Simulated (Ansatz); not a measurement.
Cost and result for the atomization energy of `C=C[Se][Sn]([CH3])([CH3])[CH3]` (19 atoms, 18 bonds).

```csv
atom,x (Å),y (Å),z (Å)
C1,3.027,1.500,1.218
C2,2.410,0.512,0.586
Se3,1.652,0.691,-1.155
Sn4,-0.643,-0.225,-0.518
C5,-0.360,-2.155,0.372
C6,-1.748,-0.345,-2.346
C7,-1.522,1.135,0.882
H8,3.086,2.499,0.801
H9,3.504,1.327,2.177
H10,2.366,-0.483,1.019
H11,-1.330,-2.617,0.567
H12,0.210,-2.793,-0.303
H13,0.178,-2.062,1.315
H14,-1.245,-1.017,-3.042
H15,-2.752,-0.725,-2.148
H16,-1.827,0.643,-2.800
H17,-0.824,1.308,1.702
H18,-2.450,0.723,1.282
H19,-1.732,2.085,0.391
```

The species carries charge 0 and has multiplicity 1. Correlated methods include outer-core shells of Se, Sn, which these sets cover unevenly. Scalar relativity is left out up to krypton. Sn takes the def2 core potential. The structure was optimised at the PBE0-D4/def2-TZVP level. It is one conformer, not always the lowest. Program: Ansatz. All runs use 4 threads of an AMD EPYC 7R13 on a shared host and a share of an NVIDIA H100 80 GB. Times are those of one run each, without the atoms' runs, and a repeat can differ threefold. Electronic energies, without spin–orbit coupling; frozen cores. CCSD(T)/CBS adds CCSD(T) − MP2 in def2-TZVPP to the MP2 limit, and its time is that of the two runs behind it. T1 = 0.011. With those shells the extrapolation isn't a true limit. B3LYP takes the VWN-RPA correlation (the form of Gaussian; ORCA's B3LYP/G).

CCSD(T)/CBS is a level of theory with its own doubt, some kJ/mol a heavy atom from the limit and from the frozen cores, so smaller differences don't rank the functionals.

| level | functions | wall time |
| --- | --- | --- |
| PBE0-D4/def2-TZVPP | 421 | 16 s |
| B97M-V/def2-TZVPP | 421 | 16 s |
| B2PLYP/def2-TZVPP | 421 | 17 s |
| CCSD(T)/def2-SVP | 188 | 18 s |
| PBE-D4/def2-TZVPP (with forces) | 421 | 19 s |
| PBE-QIDH/def2-TZVPP | 421 | 19 s |
| ωB97M-V/def2-TZVPP (with forces) | 421 | 21 s |
| MP2/def2-QZVPP | 816 | 21 s |
| r2SCANh-D4/def2-TZVPP | 421 | 29 s |
| B3LYP-D4/def2-TZVPP (with forces) | 421 | 31 s |
| CCSD(T)/def2-TZVPP | 421 | 34 s |
| CAM-B3LYP-D4/def2-TZVPP | 421 | 34 s |
| CCSD(T)/CBS(def2) | – | 55 s |

Problem. What atomization energy does each give, and how far from CCSD(T)/CBS? (Estimate.)

Solution. Ansatz gave: 
```csv
level,atomization (kJ/mol),difference from CCSD(T)/CBS,per bond
PBE0-D4/def2-TZVPP,7037.7,-3.7,-0.2
B97M-V/def2-TZVPP,7020.6,-20.8,-1.2
B2PLYP/def2-TZVPP,6925.8,-115.6,-6.4
CCSD(T)/def2-SVP,6654.8,-386.6,-21.5
PBE-D4/def2-TZVPP (with forces),7125.4,84.0,4.7
PBE-QIDH/def2-TZVPP,6986.7,-54.7,-3.0
ωB97M-V/def2-TZVPP (with forces),7006.3,-35.1,-1.9
MP2/def2-QZVPP,7025.3,-16.1,-0.9
r2SCANh-D4/def2-TZVPP,6991.3,-50.1,-2.8
B3LYP-D4/def2-TZVPP (with forces),7004.3,-37.1,-2.1
CCSD(T)/def2-TZVPP,6869.1,-172.3,-9.6
CAM-B3LYP-D4/def2-TZVPP,7015.3,-26.1,-1.4
CCSD(T)/CBS(def2),7041.4,0.0,0.0
```

From PBE to PBE0 (25 % exact exchange), in def2-TZVPP and without D4, the atomization energy moves by −81.4 kJ/mol: exact exchange takes away binding that semilocal exchange gives to molecules. In def2-TZVPP, CCSD(T) changes the Hartree–Fock value by +1685.6 kJ/mol (the triples alone add +102.7 kJ/mol) and MP2 by +1740.9 kJ/mol; breaking electron pairs costs correlation energy, which Hartree–Fock lacks. The D4 term adds +78.5 kJ/mol with B3LYP and +42.8 kJ/mol with PBE0; it sums over pairs of atoms, weighted by their polarisabilities, and B3LYP, whose exchange is more repulsive, gets the larger term.

Spin–orbit coupling would lower the free Sn atoms strongly, and the atomization energy with them, by more than many differences here. For some Ge, Se and Sn compounds the MP2-based and the directly extrapolated limit differ by 10 to 25 kJ/mol.
